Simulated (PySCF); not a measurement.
SMILES c1(ccccc1C)-c1ccsc1 (C₁₁H₁₀S), GFN2-xTB optimised geometry.

```
22

C      2.39     0.57     1.87
C      1.98    -0.43     0.82
C      2.67    -1.62     0.71
C      2.32    -2.58    -0.22
C      1.25    -2.36    -1.06
C      0.54    -1.18    -0.97
C      0.90    -0.20    -0.04
C      0.10     1.03     0.00
C     -1.33     1.03     0.00
C     -1.85     2.28     0.01
S     -0.64     3.50     0.00
C      0.60     2.30     0.00
H      3.14     1.25     1.47
H      1.54     1.16     2.21
H      2.83     0.05     2.72
H      3.51    -1.80     1.37
H      2.89    -3.50    -0.29
H      0.96    -3.10    -1.79
H     -0.30    -0.99    -1.62
H     -1.91     0.13     0.01
H     -2.89     2.57     0.02
H      1.62     2.62    -0.03
```

Density from PBE0/def2-SVP run with PySCF at that geometry.

Minimum of the electron density along straight lines between bonded atoms, close to the bond critical point (lines longer than 1.1 times the sum of covalent radii, or with two minima, are not listed):

```tsv
bond	length / Å	ρ at the minimum / e bohr⁻³	∇²ρ there / e bohr⁻⁵	position (fraction from the first atom)
C1–C2	1.500	0.254	-0.60	0.49
C2–C3	1.389	0.310	-0.79	0.50
C3–C4	1.382	0.313	-0.81	0.50
C4–C5	1.384	0.312	-0.80	0.50
C5–C6	1.381	0.314	-0.81	0.50
C2–C7	1.399	0.304	-0.75	0.50
C6–C7	1.394	0.307	-0.77	0.50
C7–C8	1.468	0.269	(withheld)	0.50
C8–C9	1.424	0.290	(withheld)	0.50
C9–C10	1.354	0.326	-0.83	0.49
C10–S11	1.721	0.215	-0.46	0.47
C8–C12	1.363	0.320	-0.80	0.49
S11–C12	1.719	0.216	-0.47	0.53
C1–H13	1.090	0.273	-0.98	0.62
C1–H14	1.087	0.278	-1.03	0.63
C1–H15	1.088	0.276	-1.01	0.62
C3–H16	1.081	0.282	-1.07	0.63
C4–H17	1.080	0.283	-1.07	0.63
C5–H18	1.080	0.283	-1.07	0.63
C6–H19	1.081	0.283	-1.08	0.63
C9–H20	1.075	0.284	-1.09	0.63
C10–H21	1.072	0.286	-1.12	0.64
C12–H22	1.071	0.286	-1.12	0.64
```

**Question.** What belongs in the gaps?

**Answer.** 
- C7–C8, ∇²ρ there / e bohr⁻⁵: -0.65
- C8–C9, ∇²ρ there / e bohr⁻⁵: -0.70
